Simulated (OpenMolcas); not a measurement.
# GeSiH6O (SMILES [SiH3][O][GeH3]): the dipole moment, rung by rung

GeSiH6O: 9 atoms, total charge 0, spin state singlet. As SMILES, `[SiH3][O][GeH3]`. The coordinates come from a PBE0-D4/def2-TZVP relaxation.

```xyz
9

Si   -0.6866    1.0331   -0.9214
O     0.5927    0.2019   -0.3394
Ge    0.8098   -1.0495    0.9017
H    -1.6975    0.1132   -1.5145
H    -0.1958    1.9648   -1.9667
H    -1.3556    1.8108    0.1593
H     2.3108   -1.3556    0.9170
H    -0.0188   -2.2805    0.4984
H     0.3293   -0.4844    2.2487
```

Quantity: the dipole moment, in D. The values are calculated.

```
          level           kind     program  value (D)  CPU time
  BLYP/def2-SVP            GGA  OpenMolcas       1.23      36 s
   PBE/def2-SVP            GGA  OpenMolcas       1.23      36 s
revPBE/def2-SVP            GGA  OpenMolcas       1.23      40 s
 M06-L/def2-SVP       meta-GGA  OpenMolcas       1.30      44 s
  TPSS/def2-SVP       meta-GGA  OpenMolcas       1.23      47 s
r2SCAN/def2-SVP       meta-GGA  OpenMolcas       1.29      46 s
 B3LYP/def2-SVP  global hybrid  OpenMolcas       1.29      39 s
  PBE0/def2-SVP  global hybrid  OpenMolcas       1.30      36 s
```

All-electron rows without a relativistic Hamiltonian named are non-relativistic. The values span 1.23 to 1.30 D. Magnitudes only. CPU times are rough (shared hosts, several kinds of processor and program).
